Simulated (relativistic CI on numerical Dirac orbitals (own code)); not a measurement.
Calculated at this level of theory: Dirac-Coulomb-Breit CI, orbitals from a KLI potential per configuration, a model potential for QED, unscaled Slater integrals (own radial code, finite nucleus).

CI space (outside the closed core [Ar] 3d10): 4s²4p⁶4d³, 4s²4p⁶4d²5s, 4s²4p⁶4d²4f, 4s²4p⁵4d⁴, 4s²4p⁶4d²5p, 4s²4p⁶4d²5d, 4s4p⁶4d⁴, 4s²4p⁶4d²6s, 4s²4p⁶4d²6p, 4s²4p⁵4d³4f, 4s²4p⁶4d5s5p, 4s²4p⁶4d²5f, 4s²4p⁶4d²6d, 4s²4p⁶4d²5g, 4s²4p⁶4d²7s, 4s²4p⁶4d²7p, 4s²4p⁶4d²6f, 4s²4p⁶4d4f5s, 4s²4p⁵4d³5s, 4s4p⁶4d³4f, 4s²4p⁵4d³5p, 4s²4p⁵4d³5d, 4s²4p⁵4d³6s, 4s²4p⁵4d³6p, 4s²4p⁶4d4f², 4s²4p⁶4f²5s, 4s²4p⁶4f³, 4s²4p⁶4f²5p, 4s²4p⁶4f²5d, 4s²4p⁶4d5s², 4s²4p⁶4f5s², 4s²4p⁶5s²5p, 4s²4p⁶5s²5d, 4s²4p⁶4d5p², 4s²4p⁶5s5p², 4s²4p⁶4f5p², 4s²4p⁶5p³, 4s²4p⁶5p²5d, 4p⁶4d⁵, 4p⁵4d⁶, 4s²4p⁶4d4f5p, 4s²4p⁶4f5s5p, 4s²4p⁶4f5p5d. Double excitations out of closed p, d and f shells are left out; levels of such configurations are missing from the list, as are those of other unlisted configurations, and high levels can miss mixing partners. These lack a partner that the ground configuration has and come out too high: 4s²4p⁶4d²6s, 4s²4p⁶4d²6p, 4s²4p⁵4d³4f, 4s²4p⁶4d²5f, 4s²4p⁶4d²6d.

At this charge configurations can still be misplaced by up to about 7 % of their energy. Terms inside the open d or f shell come out 10 to 20 % too wide with unscaled integrals.

Outline of the computed level scheme of Rh VII. Lowest level of each configuration: 4s²4p⁶4d³ ⁴F3/2 at 0.0000 eV; 4s²4p⁶4d²5s ⁴F3/2 at 26.7221 eV; 4s²4p⁶4d²5p ⁴G°5/2 at 36.4565 eV.

Some strong electric-dipole decays among the lowest 45 levels: 4s²4p⁶4d²5p ⁴D°1/2 → 4s²4p⁶4d³ ⁴F3/2 (1.6e+10 s⁻¹); 4s²4p⁶4d²5p ⁴F°7/2 → 4s²4p⁶4d³ ⁴F7/2 (1.1e+10 s⁻¹); 4s²4p⁶4d²5p ⁴F°3/2 → 4s²4p⁶4d³ ⁴F3/2 (1.1e+10 s⁻¹); 4s²4p⁶4d²5p ⁴F°5/2 → 4s²4p⁶4d³ ⁴F5/2 (9.0e+09 s⁻¹); 4s²4p⁶4d²5p ⁴D°7/2 → 4s²4p⁶4d³ ⁴F9/2 (8.5e+09 s⁻¹); 4s²4p⁶4d²5p ²D°3/2 → 4s²4p⁶4d³ ⁴F5/2 (8.2e+09 s⁻¹); 4s²4p⁶4d²5p ⁴D°1/2 → 4s²4p⁶4d³ ⁴P1/2 (3.2e+09 s⁻¹); 4s²4p⁶4d²5p ²F°5/2 → 4s²4p⁶4d³ ⁴F7/2 (2.4e+09 s⁻¹).

LS names give the leading component of a level, which can be under half, so a name can repeat, a term be missing and a line seem to break the LS rules.
